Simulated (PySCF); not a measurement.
**From computed data to an observable: oscillator strength and radiative lifetime**

GeH5NTe, SMILES [Te](N)[GeH3].

The structure is a stationary point at PBE-D3(BJ)/def2-SVP. This is a generated structure with no PubChem entry under its InChIKey; it may be hypothetical. The def2 effective core potentials stand for the cores of Te; spin–orbit coupling is left out. The values are those of a single conformer.

TDA-PBE/def2-SVPD (PySCF) puts the first singlet state with f over 0.02 at 4.18 eV (vertical), with the transition dipole (-0.454, 0.296, 0.000) in atomic units.

Problem. Find the oscillator strength, the wavelength and the radiative lifetime that this transition would have in vacuum if emission retraced absorption.

Solution. 
|μ|² = 0.2937 au, so |μ| = 1.38 D. ΔE = 4.18/27.211 = 0.1536 hartree. f = (2/3) ΔE |μ|² = 0.030 (the program prints 0.030).
λ = 1239.84/4.18 = 297 nm; ν = 33714 cm⁻¹.
Einstein's coefficient A = 0.6670 ν² f s⁻¹ (ν in cm⁻¹) = 2.3e7 s⁻¹, so τ = 1/A = 44 ns. This state is S3; the lower singlets have f = 0.002, 0.007. The figure is the radiative limit of this one transition; relaxation, internal conversion, crossing to triplets and a medium change what is measured.
